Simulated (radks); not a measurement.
Spherical jellium clusters: N electrons in a uniform positive sphere of charge N and radius rs N^(1/3), rs = 5.5 bohr. Calculated with a radial shooting solver with Libxc functionals: non-relativistic Kohn-Sham, LDA (Slater exchange, Perdew-Wang correlation), spin-polarised, spherical densities. Levels are named by radial order and angular momentum (1s, 1p, 1d, 2s, ...), and open shells are averaged over m.

N = 28, configuration 1s2 1p6 1d10 2s2 1f(up 7, down 1). This is the lowest configuration that the search found. Occupied and some empty levels:

level    occupation  eigenvalue (eV)  <r> (bohr)
1s up             1          -3.6435       10.46
1s down           1          -3.5143       9.715
1p up             3          -3.3236       12.06
1p down           3          -3.1425       11.76
1d up             5          -2.8969       13.06
1d down           5          -2.6930       12.97
2s up             1          -2.6183       9.675
2s down           1          -2.5308       10.15
1f up             7          -2.3737       13.85
1f down           1          -2.1621       13.88
2p up             0          -1.9212       11.31
2p down           0          -1.8328       11.43
1g up             0          -1.7662       14.56
1g down           0          -1.5571       14.68
2d up             0          -1.2247       13.21
2d down           0          -1.1242       13.29

Energy (eV): total -50.7978, kinetic 28.025, external -1528.3, Hartree 762.63, exchange-correlation -79.606, background 766.42.
